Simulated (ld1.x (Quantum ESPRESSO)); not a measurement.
**P (Z = 15): variants of one TM potential**

Base potential:

* Element: P
* Generator: ld1.x (Quantum ESPRESSO) 7.5
* Type: norm-conserving Troullier–Martins (Kleinman–Bylander form)
* Functional: LDA (PZ)
* Relativity: scalar-relativistic
* Frozen core: [Ne]
* Valence charge: 5
* Reference configuration: 3s2 3p2.75 (charge +0.25)
* Partial waves: 3s (bound): rc 1.40 bohr; 3p (bound): rc 1.35 bohr
* Local potential: the p channel
* Core correction: Bessel-smoothed model core inside 0.75 bohr

All-electron outer shells of the reference configuration (LDA (PZ), scalar-relativistic, ld1.x):

| shell | level (eV) | outermost node (bohr) | outermost maximum (bohr) |
| --- | --- | --- | --- |
| 2p | -126.93 | – | 0.35 |
| 3s | -16.19 | 0.66 | 1.56 |
| 3p | -7.62 | 0.64 | 1.81 |

Cutoffs, loose and tight: the cutoffs (Ry, on a coarse ladder) from which the occupation-weighted sum of valence levels, in a spherical-Bessel basis at the reference potential, stays within 10 and 1 mRy of its value at 400 Ry. They do not see the model core or the augmentation charge, which bear on the density cutoff. Test errors are all-electron minus pseudo excitation energies from the reference, over the configurations 3s2 3p3; 3s2 3p2; 3s2 3p1; 3s2 3p2.5; 3s1 3p3; 3s1 3p0; 3s2 3p0 (two spin-polarised tests are not counted in the largest error). A dash means not determined; rows that change the core or the reference have their own tests.

A true bound ghost makes a file unfit for plane-wave use even where its test errors are small: the radial tests pick states by their node count and pass the ghost by.

| change | outcome | cutoff, loose | cutoff, tight | bound ghosts | largest test error (meV) |
| --- | --- | --- | --- | --- | --- |
| base | generated | 50 Ry | 90 Ry | none | +117 |
| wave 3p (bound): rc 1.35 bohr becomes 3p (bound): rc 0.94 bohr | generated | over 300 Ry | over 300 Ry | s | +377 |
| wave 3p (bound): rc 1.35 bohr becomes 3p (bound): rc 1.12 bohr | generated | 100 Ry | 180 Ry | none | +96 |
| wave 3p (bound): rc 1.35 bohr becomes 3p (bound): rc 1.34 bohr | generated | 50 Ry | 90 Ry | none | +117 |
| wave 3p (bound): rc 1.35 bohr becomes 3p (bound): rc 1.56 bohr | generated | 25 Ry | 50 Ry | none | +140 |
| wave 3p (bound): rc 1.35 bohr becomes 3p (bound): rc 1.78 bohr | generated | 25 Ry | 50 Ry | none | +149 |
| wave 3p (bound): rc 1.35 bohr becomes 3p (bound): rc 2.00 bohr | generated | 25 Ry | 50 Ry | none | +140 |

Reading the sweep of the p radius (base included, trends over the rows without a ghost): The loose cutoff falls from 100 Ry at 1.12 to 25 Ry at 2 bohr. A larger radius leaves more room for a smooth pseudo-wave, so fewer plane waves are needed; a smaller one forces it to follow the all-electron wave where it bends sharply. The median size of the test errors (rows with all tests solved) is not monotonic: lowest 1.6 meV at 1.78 bohr, highest 10.5 meV at 1.12 bohr. Bound ghosts are found at 0.94 bohr.
